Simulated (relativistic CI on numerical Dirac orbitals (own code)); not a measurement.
# Re5+: resonant inelastic scattering at the L2,3 edge

Computed with this model: Dirac-Coulomb-Breit CI, KLI orbitals optimised for each configuration, model QED, valence Slater integrals scaled by 0.8, Kramers-Heisenberg scattering through one core-hole configuration in a parametric crystal field; configurations [Xe] 4f14 5d2 → [He] 2s2 2p5 3s2 3p6 3d10 4s2 4p6 4d10 4f14 5s2 5p6 5d3; 80 K; core-hole width 5 eV; summed over polarisations. Incident energies are the highest absorption maxima for each field (at most a few, so the weaker spin-orbit partner edge can be absent), on the computed scale of the free ion. Intensities are in per cent of the strongest line above 0.02 eV; levels within 1 cm⁻¹ are merged; final levels count from the ground level, the first row holds all elastic scattering, lines under 0.4 are left out and each table stops after 24 rows. The scale of the Slater integrals is a model choice and moves the terms in proportion.

Field parameters in Wybourne normalisation: D3d B²₀ = −7Dσ, B⁴₀ = −14Dq − 21Dτ, B⁴₃ = −14√(10/7) Dq. The field is a parameter set, without covalency.

S is read from ⟨S²⟩ = S(S + 1).

D3d, 10Dq = 43000, Dσ = -1200, Dτ = -190 cm⁻¹:

```tsv
Final level (eV)	Degeneracy	Irrep	S	10539.1 eV	10542.4 eV	11962.8 eV
0.000	1	A1	0.97	1888.1	2515.6	246.8
0.040	2	E	0.98	5.1	10.3	19.9
0.358	2	E	0.93	52.0	25.0	74.3
0.872	2	E	0.99	57.8	49.7	13.5
1.075	1	A2	1.00	1.0	0.3	1.1
1.094	1	A1	0.96	1.9	2.4	35.5
1.583	2	E	0.19	65.8	25.5	38.4
2.108	1	A1	0.14	40.5	8.7	22.2
2.140	2	E	0.12	15.1	5.7	7.7
3.903	1	A1	0.15	2.9	3.5	12.5
5.389	1	A2	1.00	36.7	89.9	3.9
5.447	2	E	0.99	15.1	38.7	2.4
5.558	1	A1	0.99	14.3	38.9	4.6
5.610	1	A2	0.99	2.5	4.8	4.3
5.713	2	E	0.98	39.0	100.0	5.3
5.857	2	E	0.99	1.8	4.3	4.6
6.406	1	A1	0.90	13.5	38.2	3.3
6.522	2	E	0.98	2.2	7.7	6.8
6.728	1	A1	0.65	2.2	7.5	2.3
6.788	2	E	0.59	7.1	23.2	5.2
6.826	1	A2	0.89	0.9	3.1	0.1
7.153	2	E	0.98	8.5	28.7	0.4
7.334	1	A1	0.68	3.3	11.1	0.7
7.411	2	E	0.66	0.8	2.6	1.1
```

D3d, 10Dq = 43000, Dσ = -860, Dτ = -190 cm⁻¹:

| Final level (eV) | Degeneracy | Irrep | S | 10539.1 eV | 10542.4 eV | 11962.8 eV |
| --- | --- | --- | --- | --- | --- | --- |
| 0.000 | 1 | A1 | 0.97 | 2174.3 | 2900.3 | 278.0 |
| 0.028 | 2 | E | 0.97 | 6.5 | 12.3 | 23.5 |
| 0.280 | 2 | E | 0.94 | 60.7 | 30.2 | 78.4 |
| 0.807 | 2 | E | 0.99 | 64.5 | 54.4 | 13.5 |
| 0.978 | 1 | A2 | 1.00 | 1.8 | 0.8 | 1.6 |
| 1.014 | 1 | A1 | 0.96 | 2.3 | 3.1 | 43.5 |
| 1.599 | 2 | E | 0.17 | 75.5 | 29.6 | 47.6 |
| 2.042 | 1 | A1 | 0.13 | 44.4 | 9.3 | 21.8 |
| 2.045 | 2 | E | 0.12 | 19.0 | 6.9 | 8.3 |
| 3.777 | 1 | A1 | 0.15 | 4.8 | 4.7 | 17.2 |
| 5.354 | 1 | A2 | 1.00 | 40.0 | 99.0 | 4.1 |
| 5.427 | 2 | E | 0.99 | 21.0 | 52.8 | 2.8 |
| 5.514 | 1 | A1 | 0.99 | 17.0 | 45.8 | 5.0 |
| 5.583 | 1 | A2 | 0.99 | 3.8 | 7.9 | 5.0 |
| 5.670 | 2 | E | 0.98 | 39.2 | 100.0 | 5.1 |
| 5.789 | 2 | E | 0.99 | 3.8 | 9.5 | 6.0 |
| 6.392 | 1 | A1 | 0.91 | 13.4 | 38.6 | 4.0 |
| 6.496 | 2 | E | 0.98 | 2.5 | 9.6 | 8.3 |
| 6.647 | 1 | A1 | 0.67 | 3.2 | 10.2 | 2.5 |
| 6.714 | 2 | E | 0.64 | 8.5 | 28.0 | 6.0 |
| 6.719 | 1 | A2 | 0.92 | 1.2 | 4.5 | 0.1 |
| 7.055 | 2 | E | 0.99 | 10.7 | 35.2 | 0.5 |
| 7.281 | 1 | A1 | 0.64 | 4.1 | 13.8 | 1.0 |
| 7.346 | 2 | E | 0.61 | 1.1 | 3.8 | 1.6 |

D3d, 10Dq = 43000, Dσ = -510, Dτ = -190 cm⁻¹:

```tsv
Final level (eV)	Degeneracy	Irrep	S	10539.1 eV	10542.4 eV	11962.8 eV
0.000	1	A1	0.97	2537.7	3384.3	321.8
0.015	2	E	0.97	7.4	12.7	24.8
0.204	2	E	0.95	67.6	35.9	79.6
0.751	2	E	0.99	69.1	54.1	13.6
0.883	1	A2	1.00	4.8	2.8	2.8
0.941	1	A1	0.96	2.8	4.3	54.2
1.620	2	E	0.16	82.4	33.3	54.9
1.953	2	E	0.12	31.2	11.0	10.7
1.964	1	A1	0.12	44.3	9.3	19.0
3.670	1	A1	0.16	9.3	7.1	24.0
5.321	1	A2	1.00	39.9	100.0	4.4
5.409	2	E	0.99	33.6	83.8	4.4
5.471	1	A1	0.99	20.1	53.3	5.2
5.562	1	A2	0.98	5.5	12.3	5.3
5.631	2	E	0.98	35.3	89.8	5.4
5.719	2	E	0.99	8.6	21.9	7.8
6.377	1	A1	0.94	10.6	31.8	5.1
6.472	2	E	0.98	4.6	16.5	9.7
6.577	1	A1	0.68	5.5	16.9	2.5
6.618	1	A2	0.94	2.7	8.8	0.5
6.644	2	E	0.68	11.0	37.2	6.5
6.970	2	E	0.99	12.1	39.0	0.6
7.240	1	A1	0.61	4.3	14.7	1.3
7.294	2	E	0.56	1.5	5.2	2.3
```

For the first field the strongest loss at the lowest incident energy is the level at 1.58 eV (S = 0.19, against 0.97 in the thermal ground state). Levels of other spin, the first over 8 % at 1.58 eV, appear because spin-orbit coupling of the core hole, and in heavier ions of the valence shell too, mixes spins.
